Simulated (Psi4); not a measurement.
A ladder of methods for AlSbH3F (SMILES [F][AlH][SbH2])

AlSbH3F: 6 atoms, total charge 0, spin state singlet. SMILES: `[F][AlH][SbH2]`. Geometry: relaxed at PBE0-D4/def2-TZVP. This is one conformer, not always the lowest.

```xyz
6

F    -1.1146   -1.6324    1.2623
Al   -0.3361   -1.0393   -0.0698
Sb    1.2799    1.0037    0.3348
H    -0.5948   -1.8007   -1.4317
H     0.8421    1.5920   -1.2099
H    -0.0344    1.8129    1.0681
```

Each level gives the electronic atomisation energy (eV). The values are calculated. Electronic energies at fixed atoms, without zero-point motion or spin-orbit coupling.

```tsv
level	kind	program	value (eV)	CPU time (all runs)
HF/def2-SVP (core potential)	Hartree–Fock	Psi4	11.47	20 s
SVWN5/def2-SVP (core potential)	LDA	Psi4	18.88	31 s
BLYP/def2-SVP (core potential)	GGA	Psi4	16.40	30 s
PBE/def2-SVP (core potential)	GGA	Psi4	16.46	32 s
M06-L/def2-SVP (core potential)	meta-GGA	Psi4	16.73	66 s
B3LYP/def2-SVP (core potential)	global hybrid	Psi4	16.37	26 s
HSE06/def2-SVP (core potential)	range-separated hybrid	Psi4	16.14	77 s
MP2/def2-SVP (core potential)	perturbation theory	Psi4	15.23	16 s
CCSD/def2-SVP (core potential)	coupled cluster or CI	Psi4	15.05	38 s
```

The values span 11.47 to 18.88 eV. In the correlated wave-function rows the outer d shell of Sb is correlated, in sets not made for it. Times are those of the runs behind each value, whatever else they computed, on shared processors of several kinds: orders of magnitude only.
